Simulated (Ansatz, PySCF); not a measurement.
C₂H₆OSi, SMILES [SiH2](C=O)C.

Geometry optimised at B3LYP-D3(BJ)/def2-SVP. Other conformers were not sampled.

Vertical ionisation energy (IE) and electron affinity (EA) in eV. Rows of orbital energies are one-electron estimates. Where ΔSCF, EOM or ADC give a negative EA the extra electron is unbound and the value depends on the basis.

```json
[
 {"level": "−ε(HOMO), −ε(LUMO), M06-2X/def2-TZVP (PySCF)", "IE": "8.39", "EA": "0.37"},
 {"level": "−ε(HOMO), −ε(LUMO), PBE/def2-TZVP (PySCF)", "IE": "5.51", "EA": "2.67"},
 {"level": "ΔSCF, PBE0/def2-SVPD (Ansatz), final states of multiplicity 2 and 2", "IE": "9.35", "EA": "-0.48"},
 {"level": "ΔSCF, PBE/def2-SVPD (Ansatz), final states of multiplicity 2 and 2", "IE": "9.16", "EA": "-0.45"}
]
```

Task: What vertical singlet–triplet gap does ΔSCF give with PBE0/def2-SVPD (Ansatz, a program for electronic structure) and with PBE/def2-SVPD (Ansatz)? (Estimate from the structure and the level; the computed values follow.)

Result: 2.48 and 2.50 eV (triplet above singlet where positive).
